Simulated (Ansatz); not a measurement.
The cluster Sn₂O, relaxed as a singlet with RKS PBE-D4/def2-TZVP in Ansatz, starting from the GFN2-xTB geometry. Force threshold 0.02 eV/Å.

In the def2 sets Sn takes a core potential; there is no spin–orbit coupling. The restricted singlet is unstable towards broken spin symmetry in Hartree–Fock (as tested in another run); at PBE-D4/def2-TZVP this wasn't settled. An occupied level lies above an empty one. Another isomer (singlet) lies 1.22 eV lower at PBE0-D4/def2-TZVP; other spin states weren't run for this one.

Start:

Cartesian coordinates in Å:
```
Sn 1.423 1.094 0.790
Sn -1.423 -1.094 -0.790
O 0.000 0.000 0.000
```

Q: Estimate the energy that the relaxation releases and the steps that it takes.

A: 1.0 kJ/mol, in 3 steps; 7 s on 2 threads of Arm Neoverse V2 on a shared host. No frequencies were taken in this run, so the end may be a saddle point.

Q: Does the start keep its bonding and symmetry?

A: By distances, no bond broke or formed. The bond that changes most is Sn1–O3, from 1.96 to 1.98 Å (atoms count from 1). Point group D∞h at the start, D∞h at the end, both within 0.05 Å.

Q: Predict the relaxed structure.

A: 
```xyz
3

Sn    1.440    1.107    0.799
Sn   -1.440   -1.107   -0.799
O     0.000    0.000    0.000
```
Bond lengths (bridged metal pairs left out): 2 × O–Sn 1.98 Å.
